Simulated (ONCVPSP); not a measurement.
## La (Z = 57): one change to an ONCV potential, before and after

```json
{
 "Element": "La",
 "Generator": "ONCVPSP 4.0.1",
 "Type": "optimised norm-conserving Vanderbilt (ONCV)",
 "Functional": "PW91",
 "Relativity": "fully relativistic",
 "Frozen core": "[Kr] 4d10",
 "Valence charge": "11",
 "Reference configuration": "5s2 5p6 5d1 6s1.5 (charge +0.5)",
 "Partial waves": "5s+6s: rc 2.55 bohr, ncon 4, nbas 8, qcut 5.4 1/bohr, 3 projectors, debl 0.3 Ha; 5p: rc 2.55 bohr, ncon 4, nbas 7, qcut 5.8 1/bohr, 2 projectors, debl 0.9 Ha; 5d: rc 3.70 bohr, ncon 4, nbas 9, qcut 4.8 1/bohr, 3 projectors, debl 0.8 Ha; f scattering state at 0.44 Ha: rc 2.95 bohr, ncon 3, nbas 7, qcut 3.6 1/bohr, 1 projector",
 "Local potential": "polynomial inside 1.95 bohr (lpopt 3, dvloc0 0 Ha)",
 "Core correction": "none"
}
```

Open shells are filled in proportion to 2j + 1.

In the f channel the program set the typed energies aside and used -0.260 Ha (j = l + 1/2; the other j can differ).

Change: local potential polynomial inside 1.95 bohr (lpopt 3, dvloc0 10 Ha).

Cutoffs: the cutoffs (Ha) at which the residual kinetic energy of the hardest occupied pseudo-wave falls to 1 and 0.1 mHa per electron; they do not see the model core or the augmentation charge, which bear on the density cutoff. Errors are all-electron minus pseudo energies relative to the spin-unpolarised reference configuration.

**Question.** How do hardness, ghosts and transferability respond?

**Answer.** The potential gets neither clearly harder nor softer (9.1 Ha and 12 Ha → 9.1 Ha and 12 Ha); a bound ghost appears in d, which as a rule spoils a file; the errors of the 4 common tests hardly move; the range in which the p3/2 phases agree narrows (upper end 4.4 → 2.5). In the separable form a ghost depends on how the local part lies against the semilocal potential of the channel, so the choice of the local part can create or remove one.

| quantity | base | changed |
| --- | --- | --- |
| cutoff, loose | 9.1 Ha | 9.1 Ha |
| cutoff, tight | 12 Ha | 12 Ha |
| bound ghosts | none | d5/2 |
| GHOST(+) flags under 300 eV | s at 236.8 eV | s at 283.7 eV |
| error for 5s2 5p6 5d1 6s2, meV [ΔE -2.42 eV] | -0.1 | -0.1 |
| error for 5s2 5p6 5d1 6s1, meV [ΔE 3.59 eV] | -0.1 | -0.1 |
| error for 5s2 5p6 5d1 6s0, meV [ΔE 14.50 eV] | -1.1 | -1.2 |
| error for 5s2 5p6 5d0 6s2 6p1, meV [ΔE -0.11 eV] | -1.9 | -1.9 |
| s: phases at 2.58 bohr within 0.05 rad from the reference energy up to (Ha; the scan ends near 5) | to the end of the scan | to the end of the scan |
| p3/2: phases at 2.58 bohr within 0.05 rad from the reference energy up to (Ha; the scan ends near 5) | 4.4 | 2.5 |
| p1/2: phases at 2.58 bohr within 0.05 rad from the reference energy up to (Ha; the scan ends near 5) | 4.3 | 4.3 |
| d5/2: phases at 3.76 bohr within 0.05 rad from the reference energy up to (Ha; the scan ends near 5) | to the end of the scan | to the end of the scan |
| d3/2: phases at 3.76 bohr within 0.05 rad from the reference energy up to (Ha; the scan ends near 5) | to the end of the scan | to the end of the scan |
| f7/2: phases at 3.00 bohr within 0.05 rad from the reference energy up to (Ha; the scan ends near 5) | -0.2 | -0.2 |
| f5/2: phases at 3.00 bohr within 0.05 rad from the reference energy up to (Ha; the scan ends near 5) | -0.2 | -0.2 |

Base: The cutoffs count occupied waves only; projector 1 of the f channel, the hardest unoccupied one, needs 41 Ha at the loose tolerance. These tests converged, but a pseudo level misses the all-electron one widely, so the file describes the atom poorly there or has found another state: 5s2 5p6 5d0 6s2 6p1: empty 5d by 4.9 eV. Changed file: The cutoffs count occupied waves only; projector 1 of the f channel, the hardest unoccupied one, needs 41 Ha at the loose tolerance. These tests converged, but a pseudo level misses the all-electron one widely, so the file describes the atom poorly there or has found another state: 5s2 5p6 5d0 6s2 6p1: empty 5d by 4.9 eV. A true bound ghost makes a file unfit for plane-wave use even where its test errors are small: the radial tests pick states by their node count and pass the ghost by.
